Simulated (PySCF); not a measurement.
B3H5N3, SMILES N1[B]NBNB1, multiplicity 2.

Coordinates come from a r2SCAN-D4/def2-SVP optimisation. The isomer is the one that the SMILES or the coordinates give; other isomers of the formula were not compared.

Method: r2SCAN-D4/def2-SVP (PySCF 2.14.0).

No scaling factor is applied to the harmonic values.

```
mode  ν (cm⁻¹)  IR (km/mol)  moving atoms (share of kinetic energy)
----  --------  -----------  --------------------------------------
1          281          0.0                  N 41 %, H 30 %, B 29 %
2          311          1.6                  B 42 %, N 39 %, H 19 %
3          439         18.0                  N 38 %, B 34 %, H 28 %
4          520          0.6                          N 54 %, B 39 %
5          522          0.7                          N 53 %, B 40 %
6          695          0.0                          H 86 %, N 11 %
7          717         10.5                          H 87 %, N 12 %
8          723         62.4                          H 80 %, B 19 %
9          858          0.2                                  N 91 %
10         919          0.0                          H 64 %, B 32 %
11         927        124.3                   H 66 %, B 25 %, N 9 %
12         943          0.0                  H 59 %, B 30 %, N 11 %
13         945          0.0                                  B 90 %
14         978          0.0                  H 61 %, B 22 %, N 17 %
15        1055          0.3                          H 82 %, N 13 %
16        1064          1.2                          H 78 %, N 18 %
17        1239          0.0                          H 73 %, B 26 %
18        1273          0.6                  B 46 %, N 44 %, H 10 %
19        1354          2.9                  H 44 %, B 37 %, N 18 %
20        1376          0.9                  H 48 %, B 34 %, N 19 %
21        1462        511.6                  B 50 %, N 39 %, H 11 %
22        1483        460.5                  N 47 %, B 39 %, H 14 %
23        2597        317.6                           H 91 %, B 9 %
24        2604        103.3                          H 90 %, B 10 %
25        3637         19.5                                  H 93 %
26        3638         81.7                                  H 93 %
27        3641         60.6                                  H 93 %
```
